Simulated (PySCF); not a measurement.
C5H14O2Si.
Numbering: `[CH3:1][CH2:2][CH2:3][Si:4]([OH:5])([OH:6])[CH2:7][CH3:8]` (hydrogens: H9, H10, H11 on C1; H12, H13 on C2; H14, H15 on C3; H16 on O5; H17 on O6; H18, H19 on C7; H20, H21, H22 on C8)

Computed, not measured: PySCF, PBE0-D3(BJ)/def2-SVP geometry optimisation, gas phase.

Task: What internal coordinates does the optimisation give?

Result: 
| bond | length (Å) |
| --- | --- |
| C1–C2 | 1.521 |
| C2–C3 | 1.529 |
| C3–Si4 | 1.865 |
| Si4–O5, Si4–O6 | 1.671 |
| Si4–C7 | 1.879 |
| C7–C8 | 1.527 |
| C1–H9, C1–H10, C1–H11 | 1.102 |
| C2–H12, C2–H13 | 1.103 |
| C3–H14, C3–H15 | 1.106 |
| O5–H16, O6–H17 | 0.961 |
| C7–H18, C7–H19 | 1.106 |
| C8–H20, C8–H21, C8–H22 | 1.101 |

Bonds in one row agree within 0.01 Å and their mean is given. A selection of angles:
| angle | degrees |
| --- | --- |
| C2–C1–H9 | 111.3 |
| H9–C1–H10 | 107.6 |
| C1–C2–C3 | 113.5 |
| C1–C2–H12 | 109.8 |
| C3–C2–H12 | 108.8 |
| H12–C2–H13 | 105.5 |
| C2–C3–Si4 | 113.7 |
| C2–C3–H14 | 110.1 |
| Si4–C3–H14 | 108.2 |
| H14–C3–H15 | 105.6 |
| C3–Si4–O5 | 105.5 |
| C3–Si4–O6 | 112.0 |
| C3–Si4–C7 | 112.3 |
| O5–Si4–O6 | 106.2 |
| O5–Si4–C7 | 111.7 |
| O6–Si4–C7 | 108.9 |
| Si4–O5–H16 | 115.3 |
| Si4–C7–C8 | 113.9 |
| Si4–C7–H18 | 108.7 |
| Si4–C7–H19 | 107.8 |
| C8–C7–H18 | 110.3 |
| H18–C7–H19 | 105.6 |
| C7–C8–H20 | 112.1 |
| H20–C8–H21 | 107.6 |
| H17–O6–Si4 | 116.4 |

Dihedral angles: C1–C2–C3–Si4 -179° (antiperiplanar); C2–C3–Si4–O5 59° (synclinal); C3–Si4–C7–C8 -59° (synclinal); H16–O5–Si4–C3 -159° (antiperiplanar); H17–O6–Si4–C3 -98° (anticlinal). The mirror-image conformer, all signs reversed, is as good.

Of the pairs four or more bonds apart, O5···H12 is among the closest relative to their van der Waals radii: 2.83 Å, 104 % of the sum of Bondi's values. O5 (silanol oxygen) is bent (angle 115.3°). Si4 (oxygen-bound silicon) is distorted tetrahedral (angles from 105.5° to 112.3°).

Point group: C1 (no symmetry element, even within 0.4 Å). No frequency check. One conformer, not necessarily the lowest (C1–C2–C3–Si4 -179°, C2–C3–Si4–O5 59°, C3–Si4–O5–H -159°, C3–Si4–O6–H -98°, C3–Si4–C7–C8 -59°).

The run took about 6 min of CPU time (one thread, shared machine). These figures are those of the optimisation.
